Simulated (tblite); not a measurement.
Compound: C7H6NS (doublet state).
Atom-mapped SMILES: `[S:1]=[C:2][CH2:3][c:4]1[cH:5][cH:6][n:7][cH:8][cH:9]1` (hydrogens: H10, H11 on C3; H12 on C5; H13 on C6; H14 on C8; H15 on C9)
Bond orders are those of one Lewis drawing.

Computed with GFN2-xTB (tblite), gas phase: L-BFGS steps from a force-field or distance-geometry start until the largest atomic force falls under 0.01 eV/Å.

Step 35: E = -656.0316 eV
```
atom  x, y, z in Å  |  force x, y, z in eV/Å
S1      1.8595   -0.2105    2.6182   -0.017   0.002   0.090
C2      2.4040   -0.2745    1.1463   -0.007  -0.001  -0.051
C3      1.8490   -0.2112   -0.2048    0.065  -0.005   0.001
C4      0.3530   -0.0393   -0.2178    0.043   0.001   0.024
C5     -0.2240    1.2264   -0.1921    0.001  -0.027  -0.070
C6     -1.6050    1.3235   -0.2259   -0.010  -0.018  -0.028
N7     -2.4076    0.2751   -0.2689   -0.076   0.008   0.134
C8     -1.8611   -0.9269   -0.2258   -0.019   0.032  -0.043
C9     -0.4937   -1.1427   -0.1930   -0.002   0.012  -0.061
H10     2.3477    0.6106   -0.7276   -0.029   0.099   0.015
H11     2.1472   -1.1251   -0.7277   -0.047  -0.086   0.019
H12     0.3803    2.1207   -0.1692    0.055  -0.037  -0.009
H13    -2.0929    2.2891   -0.2309   -0.011   0.001  -0.007
H14    -2.5547   -1.7570   -0.2331   -0.007  -0.007  -0.001
H15    -0.1060   -2.1501   -0.1696    0.060   0.027  -0.012
```

Step 36: E = -656.0336 eV
```
atom  x, y, z in Å  |  force x, y, z in eV/Å
S1      1.8428   -0.2085    2.6186   -0.016   0.002   0.053
C2      2.3915   -0.2740    1.1479    0.022  -0.001  -0.008
C3      1.8507   -0.2114   -0.2083    0.046  -0.006  -0.002
C4      0.3543   -0.0389   -0.2268    0.048  -0.013  -0.003
C5     -0.2223    1.2270   -0.2012   -0.006  -0.018  -0.029
C6     -1.6038    1.3246   -0.2211   -0.018  -0.034  -0.052
N7     -2.4055    0.2748   -0.2583   -0.097   0.017   0.137
C8     -1.8603   -0.9283   -0.2220   -0.010   0.037  -0.060
C9     -0.4922   -1.1430   -0.2017   -0.004   0.022  -0.022
H10     2.3547    0.6121   -0.7257   -0.049   0.055   0.019
H11     2.1522   -1.1288   -0.7254   -0.056  -0.041   0.019
H12     0.3828    2.1209   -0.1761    0.053  -0.038  -0.021
H13    -2.0924    2.2913   -0.2217    0.006  -0.044  -0.005
H14    -2.5540   -1.7602   -0.2254    0.020   0.041   0.000
H15    -0.1030   -2.1496   -0.1749    0.060   0.020  -0.026
```

Step 37: E = -656.0356 eV
```
atom  x, y, z in Å  |  force x, y, z in eV/Å
S1      1.8291   -0.2068    2.6201   -0.005   0.000  -0.010
C2      2.3816   -0.2737    1.1498    0.035   0.001   0.052
C3      1.8530   -0.2116   -0.2107    0.010  -0.005   0.002
C4      0.3560   -0.0388   -0.2345    0.033  -0.005  -0.034
C5     -0.2211    1.2271   -0.2108   -0.003  -0.018   0.010
C6     -1.6030    1.3250   -0.2184   -0.022  -0.029  -0.049
N7     -2.4055    0.2749   -0.2460   -0.072   0.006   0.108
C8     -1.8597   -0.9288   -0.2202   -0.012   0.038  -0.048
C9     -0.4911   -1.1426   -0.2108    0.004   0.013   0.014
H10     2.3595    0.6148   -0.7233   -0.057   0.005   0.023
H11     2.1551   -1.1331   -0.7226   -0.051   0.010   0.019
H12     0.3858    2.1201   -0.1827    0.038  -0.039  -0.037
H13    -2.0919    2.2926   -0.2134    0.020  -0.074  -0.005
H14    -2.5530   -1.7625   -0.2183    0.039   0.075  -0.002
H15    -0.0993   -2.1485   -0.1802    0.044   0.024  -0.043
```

**Question.** Estimate the geometry and energy of step 38. (The exact step hangs on the optimiser's Hessian estimate; all steps are aligned on step 37, rigid shifts and turns removed.)

**Answer.** E = -656.0371 eV, largest force 0.083 eV/Å
```
atom  x, y, z in Å  |  force x, y, z in eV/Å
S1      1.8216   -0.2058    2.6221   -0.010   0.000  -0.021
C2      2.3755   -0.2735    1.1525    0.049   0.001   0.054
C3      1.8548   -0.2119   -0.2111   -0.023  -0.001   0.008
C4      0.3577   -0.0387   -0.2406    0.007  -0.011  -0.045
C5     -0.2205    1.2267   -0.2191   -0.008  -0.008   0.032
C6     -1.6030    1.3244   -0.2181   -0.012  -0.021  -0.017
N7     -2.4073    0.2752   -0.2346   -0.019   0.004   0.053
C8     -1.8597   -0.9281   -0.2208    0.005   0.017  -0.007
C9     -0.4905   -1.1420   -0.2185    0.002   0.018   0.030
H10     2.3616    0.6169   -0.7204   -0.051  -0.029   0.021
H11     2.1558   -1.1361   -0.7194   -0.036   0.039   0.015
H12     0.3884    2.1188   -0.1890    0.017  -0.040  -0.050
H13    -2.0912    2.2922   -0.2068    0.020  -0.069  -0.009
H14    -2.5514   -1.7630   -0.2126    0.034   0.075  -0.008
H15    -0.0961   -2.1471   -0.1855    0.025   0.024  -0.056
```

The energy changes by -0.0016 eV. The first-order estimate −F·Δx gives -0.0022 eV and the mean of the old and new forces, exact on a quadratic surface, -0.0015 eV. The step makes an angle of 69° with the force vector and moves no atom by more than 0.012 Å.

What follows is the cost of the whole relaxation. Time: 0.33 s of wall time. Hardware: one thread, Arm Neoverse V2 (aarch64), shared host with 32 logical CPUs at a one-minute load of 25.
